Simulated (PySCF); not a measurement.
C₂H₄ClFSi₂, SMILES [SiH2]([Si@H](C#C)F)Cl. Atoms are numbered in the order given.

```xyz
10

C      2.8521     0.8372     0.6797
C      1.9234     0.0320     0.6661
Si     0.4711    -1.0793     0.6453
F      0.5759    -2.1006    -0.6378
Si    -1.4589     0.2448     0.3985
Cl    -1.1636     1.4847    -1.2543
H      3.6752     1.5407     0.6905
H      0.4511    -1.9139     1.8936
H     -2.6894    -0.5880     0.1701
H     -1.6613     1.0952     1.6227
```
Charge 0, spin multiplicity 1.

Geometry optimised at PBE-D3(BJ)/def2-SVP. The structure was generated by enumeration; whether it is a known compound was not checked. Other conformers were not sampled.

Two levels are set side by side: PBE/pcSseg-1 (PySCF) and HF/pcSseg-1 (PySCF). GIAO shifts against CFCl3 (¹⁹F), HCl (³⁵Cl), TMS (²⁹Si), TMS (¹H), TMS (¹³C) at the same level; non-relativistic, no solvent, atoms listed together averaged. Without spin–orbit terms, shifts of atoms bonded to Cl or Br come out too high at both levels. Differences are taken from unrounded values.

```csv
quantity,PBE
δ(¹³C) of C1 (ppm),111.1
δ(¹³C) of C2 (ppm),86.7
δ(²⁹Si) of Si3 (ppm),-12.5
δ(¹⁹F) of F4 (ppm),-245.8
δ(²⁹Si) of Si5 (ppm),-21.6
δ(³⁵Cl) of Cl6 (ppm),-99.4
δ(¹H) of H7 (ppm),3.39
δ(¹H) of H8 (ppm),6.11
```

Problem. These are the PBE values. What does HF give? (Estimate from the structure and the level; the computed values follow.)

Solution. 
```csv
quantity,HF,PBE minus HF
δ(¹³C) of C1 (ppm),120.3,-9.2
δ(¹³C) of C2 (ppm),83.3,3.4
δ(²⁹Si) of Si3 (ppm),-21.3,8.8
δ(¹⁹F) of F4 (ppm),-175.3,-70.5
δ(²⁹Si) of Si5 (ppm),-26.6,4.9
δ(³⁵Cl) of Cl6 (ppm),-128.8,29.4
δ(¹H) of H7 (ppm),3.92,-0.54
δ(¹H) of H8 (ppm),5.24,0.87
```

Rough cost on one machine, each run with all the roots and properties that it gave: HF against PBE within a factor of 2.
